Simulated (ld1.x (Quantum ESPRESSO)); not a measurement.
What one change does to a pseudopotential (iridium (Ir), TM)

ld1.x (Quantum ESPRESSO) 7.5 input, shortened:

```
&input
   title='Ir', zed=77., rel=2, dft='PZ', iswitch=3,
   config='[Xe] 4f14 5d7 6s0 6p0', rel_dist='average'
 /
 &inputp
   pseudotype=2, tm=.true., lloc=-1, rcloc=1.90,
   nlcc=.true., new_core_ps=.true., rcore=1.80
 /
3
6S  1  0   0.00   0.00  1.75  1.75  0.0
6P  2  1   0.00   0.00  2.25  2.25  0.0
5D  3  2   7.00   0.00  2.25  2.25  0.0
 &test
   configts(1)='5d7 6s0 6p0'
 /
```

Open shells are filled in proportion to 2j + 1 (rel_dist='average').

All-electron outer shells of the reference configuration (LDA (PZ), scalar-relativistic, ld1.x):

| shell | level (eV) | outermost node (bohr) | outermost maximum (bohr) |
| --- | --- | --- | --- |
| 5p | -72.73 | 0.54 | 1.01 |
| 5d | -24.71 | 0.59 | 1.29 |
| 6s | -21.88 | 1.16 | 2.24 |
| 6p | -14.26 | 1.37 | 2.80 |

Change: reference 5d7 6s1.75 6p0.25.

Cutoffs: the cutoffs (Ry, on a coarse ladder) from which the occupation-weighted sum of valence levels, in a spherical-Bessel basis at the reference potential, stays within 10 and 1 mRy of its value at 400 Ry; they do not see the model core or the augmentation charge, which bear on the density cutoff. Errors are all-electron minus pseudo energies relative to the spin-unpolarised reference configuration.

Problem. What does the change do?

Solution. The potential gets harder (35 Ry and 45 Ry → 40 Ry and 80 Ry); both files keep a bound ghost (p, s); the number of tests that count goes from 6 to 7; the range in which the p3/2 phases agree widens (upper end -1.0 → 0.2); the range in which the d3/2 phases agree widens (upper end 1.5 → 2.8).

```tsv
quantity	base	changed
cutoff, loose	35 Ry	40 Ry
cutoff, tight	45 Ry	80 Ry
bound ghosts	s, p3/2, p1/2	s, p3/2
tests counted (converged, no solver errors)	6 of 7	7 of 7
s: phases at 2.46 bohr within 0.05 rad from the reference energy up to (Ry; the scan ends near 5)	to the end of the scan	to the end of the scan
p1/2: phases at 2.46 bohr within 0.05 rad from the reference energy up to (Ry; the scan ends near 5)	-0.8	0.1
p3/2: phases at 2.46 bohr within 0.05 rad from the reference energy up to (Ry; the scan ends near 5)	-1.0	0.2
d3/2: phases at 2.46 bohr within 0.05 rad from the reference energy up to (Ry; the scan ends near 5)	1.5	2.8
d5/2: phases at 2.46 bohr within 0.05 rad from the reference energy up to (Ry; the scan ends near 5)	1.8	to the end of the scan
```

Base: Tests not counted: 5d7 6s1 6p1 (solver errors, printed error -621 meV). These tests converged, but a pseudo level misses the all-electron one widely, so the file describes the atom poorly there or has found another state: 5d6 6s0 6p0: empty 6p by 5.1 eV. Changed file: These tests converged, but a pseudo level misses the all-electron one widely, so the file describes the atom poorly there or has found another state: 5d7 6s0 6p0: empty 6p by 3.9 eV; 5d5 6s0 6p0: empty 6p by 7.8 eV. A true bound ghost makes a file unfit for plane-wave use even where its test errors are small: the radial tests pick states by their node count and pass the ghost by.
